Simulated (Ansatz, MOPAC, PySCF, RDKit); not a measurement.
Dimer: H2O (SMILES O) (first 3 atoms) with CHN (SMILES C#N); geometry from B3LYP-D3(BJ)/def2-TZVP, rigid monomers moved along the line of their centres of mass till O1···H6 is 3.62 Å.
(charge 0, multiplicity 1):
```xyz
6

O     -0.083    -0.078    -0.103
H      0.709    -0.232    -0.628
H     -0.828    -0.231    -0.694
C     -0.287    -0.352     4.577
N     -0.336    -0.439     5.720
H     -0.241    -0.274     3.504
```

| level | interaction energy (kJ/mol) | minus CCSD(T)/CBS(aug-cc-pVDZ, aug-cc-pVTZ) |
|---|---|---|
| MMFF94 | -9.2 | -2.1 |
| AM1 | -4.0 | 3.1 |
| PM6 | -4.7 | 2.5 |
| HF/6-31G* (no counterpoise) | -9.2 | -2.1 |
| HF/aug-cc-pVTZ | -7.8 | -0.7 |
| PBE-D3(BJ)/def2-TZVPPD | -7.1 | 0.0 |
| PBE-D4/def2-TZVPPD | -7.1 | 0.0 |
| r2SCAN-D3(BJ)/def2-TZVPPD | -7.0 | 0.1 |
| B3LYP/6-31G* (no counterpoise) | -8.3 | -1.2 |
| M06-2X/6-31G* (no counterpoise) | -8.9 | -1.8 |
| wB97X-V/def2-TZVPPD | -7.3 | -0.2 |
| CCSD/aug-cc-pVTZ | -7.1 | 0.0 |
| CCSD(T)/aug-cc-pVDZ | -6.9 | 0.2 |
| CCSD(T)/CBS(aug-cc-pVDZ, aug-cc-pVTZ) | -7.1 | 0.0 |

 The comparison column counts from a level with limits of its own.

The rows run from -9.2 (MMFF94) to -4.0 kJ/mol (AM1).

Interaction energies are E(AB) − E(A) − E(B) at the monomers' geometry in the complex; basis-set methods are counterpoise corrected. Rows marked so take none.

Frozen-core correlation. CBS(a, b) extrapolates the correlation energy as X⁻³ and adds the Hartree–Fock energy of set b. Rows in 6-31G* carry no dispersion term and start afresh at each structure (6-31G* with six Cartesian d functions). The state that AM1, PM6 reach isn't checked.

Run with Ansatz (Gaussian orbitals); MOPAC for AM1, PM6 (differences of heats of formation); PySCF for 6-31G* rows, the dispersion terms; RDKit for the force fields.

Ansatz is a program for electronic structure.
